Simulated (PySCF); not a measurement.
Ga(Cl)2(SeH), SMILES [Cl][Ga]([Cl])[SeH] (HCl₂GaSe) (CAM-B3LYP/def2-SVP optimised geometry):

```
5

Ga     0.603     0.015     0.000
Cl     1.680    -1.824     0.003
Cl     1.736     1.824    -0.004
Se    -1.693     0.015     0.000
H     -1.736     1.484     0.000
```

Computed with CAM-B3LYP/def2-TZVP (PySCF).

**Question.** What are the frontier orbital energies and the dipole moment?

**Answer.** HOMO-2 -10.64 eV, HOMO-1 -10.29 eV, HOMO -9.22 eV, LUMO -0.75 eV, LUMO+1 -0.41 eV; dipole moment 1.65 D.

Meta-Löwdin charges at CAM-B3LYP/def2-TZVP: Ga1 0.60, Cl2 -0.27, Cl3 -0.27, Se4 -0.14, H5 0.09.
